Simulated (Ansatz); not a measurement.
Program: Ansatz. Geometries: PBE0-D4/def2-TZVP. ΔE: electronic, gas phase. CCSD(T)/CBS is the MP2 limit (def2-TZVPP, def2-QZVPP) plus CCSD(T) − MP2 in def2-TZVPP, frozen cores. This one scheme is used for every species. DFT in def2-TZVPP. HSE06 is defined as in plane-wave codes. For Ge outer-core shells are correlated without core-valence functions, which leaves a few kJ/mol of doubt a bond. Scalar relativity is left out up to krypton. Each species was taken in one conformer, which may not be the lowest.

Reaction (ligand exchange at a Ge–N bond): `O=C[NH][GeH2][OH]` + `SS` → `[OH][GeH2][S]S` + `NC=O`

```
             level  ΔE (kJ/mol)  difference from CCSD(T)/CBS
       LDA (SPW92)        -44.9                        -11.8
            PBE-D4        -46.4                        -13.3
         revPBE-D4        -44.2                        -11.1
           BLYP-D4        -41.0                         -7.9
         r2SCAN-D4        -41.3                         -8.2
            B97M-V        -37.9                         -4.8
        r2SCANh-D4        -40.8                         -7.7
        r2SCAN0-D4        -40.0                         -6.9
          HSE06-D4        -43.6                        -10.5
          BHLYP-D4        -36.4                         -3.3
      CAM-B3LYP-D4        -33.2                         -0.1
           ωB97X-V        -33.1                          0.0
           ωB97M-V        -35.5                         -2.4
            B2PLYP        -34.0                         -0.9
          PBE-QIDH        -36.7                         -3.6
               PBE        -44.9                        -11.8
            revPBE        -44.2                        -11.1
              BLYP        -38.3                         -5.2
            r2SCAN        -41.1                         -8.0
              PBE0        -41.9                         -8.8
           r2SCANh        -40.6                         -7.5
           r2SCAN0        -39.7                         -6.6
             HSE06        -42.1                         -9.0
             BHLYP        -32.4                          0.7
         CAM-B3LYP        -31.6                          1.5
           LC-ωPBE        -34.6                         -1.5
RPA@PBE/def2-TZVPP        -22.9                         10.2
      MP2/def2-SVP        -27.7                          5.4
     CCSD/def2-SVP        -23.9                          9.2
  CCSD(T)/def2-SVP        -24.8                          8.3
     HF/def2-TZVPP        -25.0                          8.1
SCS-MP2/def2-TZVPP        -27.8                          5.3
   CCSD/def2-TZVPP        -26.1                          7.0
CCSD(T)/def2-TZVPP        -28.1                          5.0
     HF/def2-QZVPP        -24.1                          9.0
    MP2/def2-QZVPP        -34.7                         -1.6
SCS-MP2/def2-QZVPP        -30.2                          2.9
      HF/CBS(def2)        -24.0                          9.1
     MP2/CBS(def2)        -37.2                         -4.1
    CCSD/CBS(def2)        -31.2                          1.9
       CCSD(T)/CBS        -33.1                            0
```

Largest T1 diagnostic among the species: 0.016.

From BLYP to BHLYP (50 % exact exchange), in def2-TZVPP and without D4, ΔE moves by +5.9 kJ/mol. At CCSD(T), def2-SVP lies +8.3 kJ/mol from the extrapolated value and def2-TZVPP +5.0 kJ/mol.

CCSD(T)/CBS has its own doubt, a few kJ/mol and more with outer-core shells, so smaller differences from it don't rank the levels.
